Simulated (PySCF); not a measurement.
Species: C2H12GeOSi2.
Bonds: C1–C2, C2–O3, O3–Ge4, Ge4–Si5, Si5–Si6. Hydrogens: H7, H8, H9 on C1; H10, H11 on C2; H12, H13 on Ge4; H14, H15 on Si5; H16, H17, H18 on Si6.

Theory: PBE0-D3(BJ)/def2-SVP geometry optimisation, gas phase (PySCF).

Q: Give the optimised bond lengths and angles.

A: 
```
                     bond  length (pm)   order
                    C1–C2        151.1  single
                    C2–O3        140.5  single
                   O3–Ge4        179.6  single
                  Ge4–Si5        238.1  single
                  Si5–Si6        234.6  single
      C1–H7, C1–H8, C1–H9        110.0  single
           C2–H10, C2–H11        110.9  single
         Ge4–H12, Ge4–H13        154.7  single
         Si5–H14, Si5–H15        149.6  single
Si6–H16, Si6–H17, Si6–H18        149.4  single
```

Bonds in one row agree within 1 pm and their mean is given. Orders are formal, as drawn. A selection of angles:
```
      angle  degrees
   C2–C1–H7    110.9
   C2–C1–H8    110.3
   H7–C1–H8    108.6
   H8–C1–H9    108.0
   C1–C2–O3    109.1
  C1–C2–H10    109.8
  O3–C2–H10    110.8
 H10–C2–H11    106.5
  C2–O3–Ge4    121.4
 O3–Ge4–Si5     98.8
 O3–Ge4–H12    108.4
Si5–Ge4–H12    116.1
H12–Ge4–H13    108.6
Ge4–Si5–Si6    104.1
Ge4–Si5–H14    110.7
Si6–Si5–H14    111.8
H14–Si5–H15    108.3
Si5–Si6–H16    109.4
H16–Si6–H17    108.6
```

Torsions: C1–C2–O3–Ge4 -179° (antiperiplanar); C2–O3–Ge4–Si5 -178° (antiperiplanar); O3–Ge4–Si5–Si6 -4° (synperiplanar). The mirror-image conformer, all signs reversed, is as good.

Si5 (SiH2 silicon) is distorted tetrahedral (angles from 104.1° to 111.8°). Si6 (SiH3 silicon) is tetrahedral (angles from 108.6° to 110.5°). Ge4 (germanium bonded to O, Si and 2 H) is distorted tetrahedral (angles from 98.8° to 116.1°).

Point group: near Cs, missed by 0.23 Å at most; the miss may be what the optimiser left on a soft mode. No PBE0-D3(BJ)/def2-SVP frequencies stand behind this structure, so it isn't proved a minimum. One conformer, not necessarily the lowest.
